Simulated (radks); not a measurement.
The numbers below are computed, except where a source is named.
Problem. These are the eigenvalues of the occupied orbitals of an atom or ion with whole-number occupations (eV). Level of theory: non-relativistic Kohn-Sham, PBE, spin-polarised, spherical densities, point nucleus (a radial shooting solver on a logarithmic mesh with Libxc functionals).

| orbital | eigenvalue |
|---|---|
| 1s | -3511.112 |
| 2s | -356.6334 |
| 2p | -286.0734 |
| 3s | -41.1263 |
| 3p | -24.8964 |

Which element is it, and in what charge state? The configuration may be excited. Open shells, if any, are filled with parallel spins first.

Solution. Z = 19, potassium, charge +1: K+ in [Ar]. The list shows which subshells hold electrons but not how many an open one holds; the 1s level, -129.03 hartree, gives Z - s = 16.1 by -(Z - s)^2/2, which with screening narrows Z to a few neighbours, and the depths of the outer levels then fix element, charge and occupations together.
